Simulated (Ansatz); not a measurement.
A series at Sc: from `[CH3][Sc]([CH3])[CH3]`, ligands are replaced one by one, each step taking up NH₃ and setting free CH₄; n counts the steps. Ansatz, PBE0-D4/def2-TZVP geometries. Each molecule was computed in one conformer, which needn't be the lowest.

```csv
n,molecule,"HOMO energy, ωB97M-V/def2-TZVPP (eV)"
0,`[CH3][Sc]([CH3])[CH3]`,?
1,`[CH3][Sc]([CH3])[NH2]`,-8.89
2,`[CH3][Sc]([NH2])[NH2]`,-8.98
3,`[NH2][Sc]([NH2])[NH2]`,-9.05
```

Task: By hand: fit a straight line y = ȳ + b (n − n̄) to the 3 given rows and predict n = 0.

Result: n̄ = 2.000, ȳ = -8.973; Σ(n − n̄)(y − ȳ) = -0.160, Σ(n − n̄)² = 2.000, so b = -0.080 eV a step. Prediction: -8.973 + (-0.080) × (-2.000) = -8.81 eV.

Task: By hand: compare with the computed value, -9.03 eV, and give the steps along the whole series.

Result: The line misses by -0.22 eV (computed minus predicted). Steps: 0.14, -0.09, -0.07 eV.

The steps change sign along the series, so a line is a poor guide. The highest orbital can change its character along such a series. The miss is 137.5 % of the series' range.
